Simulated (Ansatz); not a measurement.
This geometry of CH4BF + H2S (10 atoms, charge 0, multiplicity 1) is a first-order saddle point.

Theory: Ansatz 0.2.0, RKS PBE/6-31G*.

```xyz
10
Properties=species:S:1:pos:R:3
B -0.003 -0.324 -0.046
F -0.197 -0.056 1.573
H 1.043 0.191 -0.346
C -1.352 0.000 -0.800
H -2.229 -0.532 -0.391
H -1.571 1.083 -0.757
H -1.268 -0.264 -1.870
S 0.387 -2.248 0.303
H -0.895 -2.708 0.266
H 0.083 -1.171 1.574
```

**Question.** Which two structures does it join? (They come from a converged band through this point; their orientation in space is the band's.)

**Answer.** Bonds broken: B1–F2, S8–H10. Bonds formed: B1–S8, F2–H10. CH4BF + H2S becomes CH5BS + FH.

Initial state:

```xyz
10
Properties=species:S:1:pos:R:3
B -0.269 0.233 0.140
F -0.581 0.322 1.452
H 0.899 0.397 -0.138
C -1.415 0.211 -0.937
H -2.366 -0.205 -0.564
H -1.618 1.258 -1.241
H -1.117 -0.323 -1.854
S 0.285 -2.597 0.270
H -0.830 -2.924 0.976
H 1.010 -2.400 1.402
```

Final state:

```xyz
10
Properties=species:S:1:pos:R:3
B 0.035 -0.591 -0.372
F -0.158 0.106 1.968
H 1.066 0.013 -0.506
C -1.351 -0.035 -0.843
H -2.226 -0.628 -0.528
H -1.490 1.007 -0.509
H -1.349 -0.006 -1.951
S 0.324 -2.324 0.148
H -0.967 -2.761 0.167
H 0.113 -0.811 1.932
```

**Question.** How far does it lie above each of them?

**Answer.** 0.87 eV above the first and 0.13 eV above the second. This is the barrier of this one path; another mechanism may lie lower. The orbitals stay closed-shell, which can raise the energy where a bond breaks towards radicals; this wasn't checked here.

Run time: 2.4 min on 1 thread of Arm Neoverse V2, on a shared host, peak memory 0.11 GiB.
